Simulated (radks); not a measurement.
Q: Dipole-allowed excitations along the series with 3 electrons in [He] 2s1. Calculated with a radial shooting solver on a logarithmic mesh with Libxc functionals: non-relativistic Kohn-Sham, LDA (Slater exchange, Perdew-Wang correlation), spin-polarised, spherical densities, point nucleus; open shells are filled with parallel spins first. Time-dependent linear response with the Hartree and adiabatic LDA kernel, continuum included through the Sternheimer equations. Lines are the poles of the dipole polarisability below minus the highest occupied eigenvalue, found on a grid refined at the orbital gaps; the lowest seven at most are given, and weak or close lines can be missed. The first line takes the name of the lowest orbital gap if no other gap lies below it; otherwise a line is named after a gap within 0.6 % of it, if that gap stands alone.

species  -e(HOMO) (eV)  lowest orbital gap (eV)  first line (eV)       f  strongest line (eV)  its f  static alpha (bohr^3)
Mn22+           1823.1             2s-2p 44.509   47.767 (2s-2p)  0.0538       1050.8 (2s-3p)  0.384                0.01784
Fe23+           1984.0             2s-2p 46.435   49.824 (2s-2p)  0.0516       1141.8 (2s-3p)  0.386                0.01572
Co24+           2151.8             2s-2p 48.362   51.889 (2s-2p)  0.0496       1236.7 (2s-3p)  0.387                0.01392

Estimate the first line of Ni25+, its oscillator strength and the static polarisability.

A: 53.946 eV (2s-2p), f = 0.0478, alpha = 0.01239 bohr^3.
